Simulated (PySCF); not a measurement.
# What a mistake does to a calculation on B2H5OSi

All numbers below are calculated, not measured. The program is PySCF 2.14.0, an open-source quantum chemistry code, run on an isolated molecule that a program drew, which may never have been made. The molecule is B2H5OSi (charge 0, doublet), drawn as the SMILES string `BB[SiH]O`.

Each row is a Hartree-Fock (HF) and frozen-core CCSD(T) single point in the cc-pV(D+d)Z basis, meant for a local HF minimum. Run 1 is clean. Each other run has one planted mistake out of seven kinds, and not every kind appears here: one electron removed, one electron added, multiplicity raised by two, geometry at a saddle point, minimal basis STO-3G, one bond length entered in bohr, all coordinates scaled. The reference is restricted for singlets and unrestricted otherwise, and also for a bond in bohr. Adding or removing an electron swaps singlet and doublet. Electrons count all cores. HOMO and LUMO are orbital energies over both spins, the gradient is its largest component, and the lowest frequency (negative if imaginary) is given only where the gradient is small. Bond lengths are over the 8 bonds as drawn. T1 is the CCSD diagnostic: over 0.02 (restricted) or 0.045 (unrestricted) a single reference is doubtful.

Geometry of the clean run:
```xyz
9
B2H5OSi, angstrom
B    -3.0387    1.7884    1.2078
B    -3.1881    0.6534   -0.0310
Si   -2.1092   -0.9035   -0.2677
O    -0.8820   -1.3123    0.7463
H    -3.6443    1.6810    2.2433
H    -2.3379    2.7614    1.0962
H    -4.0348    0.7767   -0.8800
H    -2.2268   -1.9057   -1.3450
H    -0.3791   -2.0957    0.5822
```

| run | electrons | basis functions | <S^2> | HOMO (eV) | LUMO (eV) | gradient (hartree/bohr) | lowest frequency (cm^-1) | mean bond (Å) | longest bond (Å) | T1 | HF (hartree) | CCSD(T) (hartree) | mistake |
|---|---|---|---|---|---|---|---|---|---|---|---|---|---|
| 1 | 37 | 90 | 0.761 | -7.63 | 1.14 | 2.8e-05 | 99 | 1.4093 | 1.909 | 0.0177 | -416.03859 | -416.53621 | no fault |
| 2 | 37 | 29 | 0.756 | -4.43 | 5.66 | 4.9e-02 | - | 1.4093 | 1.909 | 0.0252 | -411.00058 | -411.18901 | minimal basis STO-3G |
| 3 | 38 | 90 | 0.000 | -0.39 | 7.06 | 4.3e-02 | - | 1.4093 | 1.909 | 0.0171 | -416.02340 | -416.56101 | one electron added |
| 4 | 37 | 90 | 0.763 | -7.64 | 1.04 | 2.8e-02 | - | 1.4587 | 1.976 | 0.0193 | -416.02971 | -416.53182 | all coordinates scaled |
| 5 | 37 | 90 | 0.757 | -8.03 | 0.36 | 1.9e-05 | -142 | 1.4124 | 1.914 | 0.0180 | -416.03338 | -416.53351 | ? |

**Which mistake was planted in run 5, and what did it cost?**

The gradient is small, so the point is stationary, but the lowest frequency is imaginary (-142 cm^-1). So the mistake is: geometry at a saddle point. Subtracting run 1 and multiplying by 627.51 kcal/mol a hartree, the energy moved by 3.3 kcal/mol in HF and 1.7 kcal/mol in CCSD(T).

